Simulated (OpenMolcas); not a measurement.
## Lines of Sc II: computed and rescaled rates

* Program: OpenMolcas
* Method: CASSCF
* Basis: ANO-RCC-VTZP [6s5p3d2f1g]
* Scalar Hamiltonian: DKH2, point nucleus
* Active space: 2 electrons in 11 orbitals (3d 4s 4d)
* State averaging: 2S+1 = 3 even, 15 roots; 2S+1 = 1 even, 20 roots kept (CI in the orbitals of an earlier block)
* Spin-orbit coupling: state interaction with AMFI integrals over the reference wave functions, term energies averaged over their components

Rates come from the transition moments of the reference wave functions (E1 and E2 in the length form). At fixed line strength A goes as λ^-3 for E1 and M1 and as λ^-5 for E2, so a rate at the computed wavelength can be rescaled to the measured one. Measured vacuum wavelengths follow from level energies in NIST Handbook of Basic Atomic Spectroscopic Data. Branching counts decays inside the model space alone, at computed energies, and the table is only a selection of the E2 and M1 lines, drawn from those between levels with measured partners whose computed energy lies within a factor of 1.5 of the measured one.

```
    Upper      Lower  Type  λ computed (nm)  λ measured (nm)  A computed (s-1)  A rescaled (s-1)  Branching %
3d 4s ³D₃  3d 4s ³D₂    M1            86050            90880          2.83e-05          2.40e-05        100.0
3d 4s ¹D₂  3d 4s ³D₃    M1             3663             4232          4.95e-04                           42.0
3d 4s ¹D₂  3d 4s ³D₂    M1             3514             4043          9.99e-05                            8.5
3d 4s ¹D₂  3d 4s ³D₁    M1             3426             3936          5.83e-04                           49.5
  3d² ³F₂  3d 4s ³D₃    E2             1655             2162          7.69e-04          2.02e-04          3.5
  3d² ³F₃  3d 4s ³D₃    E2             1631             2125          6.23e-03          1.66e-03         27.6
  3d² ³F₂  3d 4s ³D₂    E2             1624             2112          8.47e-03          2.28e-03         38.7
  3d² ³F₂  3d 4s ³D₁    E2             1605             2082          1.26e-02          3.43e-03         57.5
  3d² ³F₃  3d 4s ³D₂    E2             1600             2076          1.14e-02          3.10e-03         50.5
  3d² ³F₄  3d 4s ³D₃    E2             1599             2079          1.91e-02          5.14e-03         81.9
  3d² ³F₃  3d 4s ³D₁    E2             1582             2048          4.83e-03          1.33e-03         21.4
  3d² ³F₄  3d 4s ³D₂    E2             1570             2032          4.18e-03          1.15e-03         17.9
  3d² ³P₀    3d² ³F₂    E2             1139             1375          7.22e-02          2.82e-02          3.8
  3d² ¹D₂  3d 4s ¹D₂    E2            840.1             1190          4.57e-01          8.01e-02         74.1
  3d² ³P₂  3d 4s ¹D₂    E2            819.7             1040          5.04e-02                            2.8
  3d² ¹G₄  3d 4s ¹D₂    E2            694.7            853.2          1.04e+00          3.72e-01         99.5
  3d² ¹D₂  3d 4s ³D₃    E2            683.4            928.8          7.49e-02                           12.2
  3d² ¹D₂  3d 4s ³D₂    E2              678            919.4          6.11e-02                            9.9
  3d² ³P₁  3d 4s ³D₃    E2            673.5            838.7          8.36e-01          2.79e-01         43.5
  3d² ³P₂  3d 4s ³D₃    E2            669.8              835          9.48e-01          3.15e-01         51.9
  3d² ³P₀  3d 4s ³D₂    E2            669.6            832.9          1.84e+00          6.18e-01         96.1
  3d² ³P₁  3d 4s ³D₂    E2            668.3              831          1.55e-01          5.21e-02          8.1
  3d² ³P₁  3d 4s ³D₁    E2              665            826.3          8.59e-01          2.90e-01         44.7
  3d² ³P₂  3d 4s ³D₂    E2            664.7            827.4          6.03e-01          2.02e-01         33.0
  3d² ³P₂  3d 4s ³D₁    E2            661.5            822.7          1.61e-01          5.41e-02          8.8
```

Spin-changing lines and M1 lines between different terms are not rescaled, since their strength hangs on the term gaps too.

The largest correction is for 3d² ¹D₂ → 3d 4s ¹D₂ (E2): 4.57e-01 × (840.1 / 1190)^5 = 8.01e-02 s-1, a factor of 0.18.

The computed rate and branching of 3d 4s ³D₃ → 3d 4s ³D₂ give the upper level a radiative lifetime of 1.000 / 2.83e-05 s-1 = 3.53e+04 s, counting decays inside the model space alone. The rescaled rate gives about 4.2e+04 s.

These are rates of the free ion; in crystals, glasses and complexes forced electric-dipole and non-radiative decay shorten such lifetimes by orders of magnitude. No measured rate stands beside these. Rescaling mends the energy factor alone: line strengths can still be far off where a level mixes with configurations outside the active space, and weak or spin-changing lines hang on small mixing coefficients that depend on the term gaps too, so rescaling need not improve them.

Without dynamic correlation excited terms often stand tens of per cent too high (terms of higher spin than the ground term too low), and those without a measured partner can miss by more than the paired ones. Some levels mix across a computed gap that differs much from the measured one, so their mixing is not that of the real levels. Terms from blocks run as CI alone lack orbitals of their own. Active for correlation alone: 4d; no level in the range computed is led by a configuration that fills it, so any true level of that kind is missing. Computed and measured levels are paired by configuration, term and J; levels that our copy of the source lacks, or whose pairing is in doubt (as where it misses far off the trend of its configuration), stay unpaired. Levels of configurations outside the active space are missing.
